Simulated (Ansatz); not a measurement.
Basis-set extrapolation for `C[Si](C)(C)/N=C/C=N/[Si](C)(C)C` (PBE0-D4/def2-TZVP geometry, frozen core, Ansatz). Multiplicity 1, RHF reference.

```csv
,def2-TZVPP,def2-QZVPP
HF,-1001.634519,-1001.672254
MP2 correlation,-2.017218,-2.149545
CCSD(T) correlation,-2.220337,not run
```

Energies in hartree. Use E(X) = E(∞) + A·exp(−7.88·√X) for Hartree–Fock and E(X) = E(∞) + B·X^(−2.97) for correlation, with X = 3 and 4, and add CCSD(T) minus MP2 of the smaller set to the MP2 limit.

Q: What is the CCSD(T) energy at the basis-set limit?

A: HF limit: -1001.672254 + (-0.037735) × 0.13774 = -1001.67745. MP2 limit: -2.149545 + (-0.132327) × 0.74074 = -2.24756. Higher-order term: -2.220337 − (-2.017218) = -0.20312. Total: -1004.12813 hartree, 717.5 kJ/mol below CCSD(T)/def2-TZVPP.
